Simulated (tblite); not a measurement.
Species: C₇H₁₁F₃O.
Geometry (GFN2-xTB, Å), atoms numbered from 1 in this order:
```
atom  x, y, z in Å
C1     2.586   -0.828   -0.483
C2     2.314    0.391   -0.044
O3     1.117    0.963    0.238
C4    -0.066    0.211    0.047
C5    -1.217    1.213   -0.069
C6    -1.124    2.015   -1.362
C7    -0.258   -0.759    1.235
C8    -1.108   -1.960    0.884
F9    -1.190   -2.823    1.908
F10   -2.371   -1.643    0.558
F11   -0.615   -2.652   -0.155
H12    3.606   -1.105   -0.669
H13    1.845   -1.580   -0.684
H14    3.097    1.113    0.144
H15    0.014   -0.367   -0.885
H16   -2.167    0.681   -0.031
H17   -1.162    1.890    0.786
H18   -1.914    2.760   -1.400
H19   -0.165    2.521   -1.419
H20   -1.225    1.361   -2.226
H21   -0.724   -0.243    2.076
H22    0.716   -1.138    1.552
```

All values are computed: GFN2-xTB (tblite) harmonic vibrations without scaling, gas phase. Against measured fundamentals such values can be off by several per cent, at times by over 20. One conformer, not necessarily the lowest.

Harmonic wavenumbers (cm⁻¹): 30.4, 66.2, 73.3, 92.7, 148.1, 175.1, 201.4, 216.3, 261.2, 296.5, 333.3, 368.8, 422.8, 451.8, 475.3, 540.1, 583.5, 615.4, 655.5, 800.6, 833.2, 840.1, 856.0, 934.9, 955.8, 997.1, 998.3, 1023.3, 1048.5, 1064.2, 1101.9, 1127.0, 1150.6, 1160.6, 1191.3, 1200.6, 1255.3, 1272.4, 1294.5, 1301.8, 1332.1, 1350.5, 1411.5, 1413.2, 1436.4, 1466.7, 1497.3, 1500.3, 1707.6, 2885.8, 2990.6, 2992.3, 3004.2, 3012.7, 3035.0, 3049.0, 3052.2, 3066.1, 3133.5, 3162.3.

A = 1349, B = 780.8, C = 577.0 MHz; mass 168.076 u (most abundant isotopes); point group C1, symmetry number 1.

What is the zero-point energy?

½Σν̃ = 37458 cm⁻¹ = 448.09 kJ/mol.

Entropy at 273.15 K, 1 bar (ideal gas, RRHO, classical rotation)?

Translation 170.95, rotation 127.14, vibration 147.76: S = 445.8 J/(mol K).

And Cp and H(273.15 K) − H(0)?

Cp = 179.58 J/(mol K), of which vibrations give 146.32 (their classical limit is 60 R = 498.9); H(273.15 K) − H(0) = 29.89 kJ/mol without the zero-point energy, 20.80 from vibrations.

How do the functions run with temperature in this model?

```csv
T (K),S (J/(mol K)),Cp (J/(mol K)),H − H(0) (kJ/mol),G − H(0) (kJ/mol),ln q(vib)
150,358.4,118.8,11.55,-42.21,4.39
250,430.5,167.8,25.87,-81.75,7.83
298.15,462.1,192.3,34.54,-103.24,9.45
400,525.7,242.2,56.71,-153.58,12.80
600,639.4,318.7,113.30,-270.35,19.19
900,783.4,389.9,220.55,-484.51,28.13
```

q(vib) and H(0) count from the zero-point level.

Which modes carry the vibrational entropy at 273.15 K?

30.4 cm⁻¹: 23.55; 66.2 cm⁻¹: 17.12; 73.3 cm⁻¹: 16.28; 92.7 cm⁻¹: 14.36; 148.1 cm⁻¹: 10.59; 175.1 cm⁻¹: 9.28 J/(mol K); the other 54 give 56.59 together.

Hindered rotation and anharmonicity are outside this model. Other conformers, if any are populated, would add a mixing term that is left out. The structure is chiral; the term R ln 2 for an equal mix with its mirror image is left out.

On Arm Neoverse V1, one thread, shared host with 32 logical CPUs at a one-minute load of 7.3, this took 0.97 s. The figure is for the frequency step alone.
